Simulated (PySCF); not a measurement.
Species: C3H6GaNO2.
Cartesian coordinates in Å at the PBE0-D3(BJ)/def2-SVP level; atoms count from 1:
```xyz
13
C3H6GaNO2 angstrom
O     -3.7113    0.7214   -0.2609
C     -3.2071   -0.1033    0.4385
O     -1.8836   -0.3088    0.5308
C     -1.1059    0.5426   -0.2837
C      0.2978    0.2020   -0.0906
N      1.4150   -0.0424    0.0364
Ga     3.5067   -0.5377    0.2474
H     -3.7325   -0.8142    1.1055
H     -1.3651    0.4275   -1.3498
H     -1.2641    1.6033   -0.0249
H      3.4440   -1.0251    1.7466
H      4.0734    0.9045   -0.0537
H      3.5633   -1.6220   -0.8979
```

Computed with TDDFT CAM-B3LYP/def2-SVPD, vertical, gas phase, core orbitals frozen in the response in PySCF. Relativistic effects, spin–orbit coupling among them, are left out although an element past zinc is present.

Kohn–Sham orbitals with the atoms that hold most of them (Löwdin shares over 4%, at most four atoms; ? is withheld):

| orbital | ε (eV) | atoms |
| --- | --- | --- |
| HOMO-3 | -11.94 | O3 42%, O1 25%, C4 10%, C2 7% |
| HOMO-2 | -11.18 | O1 67%, C2 13%, O3 10%, H8 6% |
| HOMO-1 | -8.87 | Ga7 41%, H11 28%, H12 25% |
| HOMO | -8.86 | Ga7 41%, H13 35%, H12 12%, H11 9% |
| LUMO | ? | ? |
| LUMO+1 | -0.12 | C2 34%, O1 29%, O3 15%, H8 8% |
| LUMO+2 | 0.32 | N6 33%, C5 31%, C4 11%, C2 7% |

Give the leading atoms of the LUMO.

N6 (bonded to C and Ga) 33%; C5 (bonded to C and N) 30%; C4 (bonded to C, O and 2 H) 14%; O3 (bonded to 2 C) 9%. By element: carbon 44% or more, nitrogen 33%, oxygen 9% or more.

What is the LUMO energy, and the HOMO–LUMO gap?

ε(LUMO) = -0.31 eV; the gap is 8.55 eV (0.3141 hartree).

The HOMO–LUMO gap is 8.55 eV. Where does the response calculation put the lowest singlet, and from which orbitals?

S1 is at 5.85 eV (f = 0.0029), 2.70 eV below the gap, made of HOMO-1/HOMO→LUMO (≥94%). 

Next come S2 at 5.90 eV (f 0.0017), HOMO-2→LUMO+1 (90%); S3 at 5.99 eV (f 0.069), HOMO-1/HOMO→LUMO (≥90%); S4 at 6.36 eV (f 0.0032), HOMO-1/HOMO→LUMO+2 (≥79%), HOMO-1/HOMO→LUMO+1 (≥16%); S5 at 6.52 eV (f 0.170), HOMO-1/HOMO→LUMO+2 (≥72%), HOMO-1/HOMO→LUMO+1 (≥17%).

Orbitals of the list HOMO-3 to LUMO+2 that lie within 0.01 eV of each other are written together with a slash and their weights summed (≥ marks a lower bound); for degenerate orbitals outside that list single weights are arbitrary.

One conformer stands for the species.
